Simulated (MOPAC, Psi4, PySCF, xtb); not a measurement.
Intermolecular potential of H3B ··· H3B (SMILES B and B). Monomers: optimised at B3LYP-D3(BJ) (def2-TZVP), held rigid. Orientation: lowest of the rigid-body minima from ten starts at GFN2-xTB. R is the distance of the centres of mass, along which the second monomer moves.

- PM6, restricted, heats of formation (MOPAC)
- RHF/LANL2DZ = restricted Hartree-Fock/LANL2DZ, no counterpoise correction (PySCF)
- GFN1-xTB (xtb)
- CCSD(T)/aug-cc-pVDZ = DF-CCSD(T)/aug-cc-pVDZ, frozen core, counterpoise-corrected run with Psi4

Interaction energies in kJ/mol; the last columns give the difference from CCSD(T):

```csv
R / Å,PM6,RHF/LANL2DZ,GFN1-xTB,CCSD(T)/aug-cc-pVDZ,PM6 − CCSD(T)/aug-cc-pVDZ,RHF/LANL2DZ − CCSD(T)/aug-cc-pVDZ,GFN1-xTB − CCSD(T)/aug-cc-pVDZ
2.16,-92.02,17.43,-34.83,-46.40,-45.62,63.82,11.56
2.33,-64.78,11.10,-29.22,-34.64,-30.15,45.74,5.42
2.52,-40.18,7.16,-21.29,-23.37,-16.80,30.54,2.08
2.73,-22.48,4.16,-13.84,-15.06,-7.43,19.21,1.22
3.03,-9.65,1.27,-7.15,-8.73,-0.92,10.00,1.58
3.33,-4.23,-0.25,-3.91,-5.66,1.43,5.42,1.75
3.82,-1.18,-0.92,-1.89,-3.10,1.91,2.17,1.20
4.51,-0.25,-0.60,-0.95,-1.33,1.09,0.73,0.38
5.53,-0.05,-0.16,-0.37,-0.40,0.35,0.25,0.04
6.85,-0.02,-0.03,-0.11,-0.11,0.09,0.08,0.00
```

PM6 is furthest from CCSD(T)/aug-cc-pVDZ at 2.16 (-45.62 kJ/mol, below); its mean absolute difference over the points is 10.58 kJ/mol.

RHF/LANL2DZ is furthest from CCSD(T)/aug-cc-pVDZ at 2.16 (63.82 kJ/mol, above); its mean absolute difference over the points is 17.80 kJ/mol.

GFN1-xTB is furthest from CCSD(T)/aug-cc-pVDZ at 2.16 (11.56 kJ/mol, above); its mean absolute difference over the points is 2.52 kJ/mol.
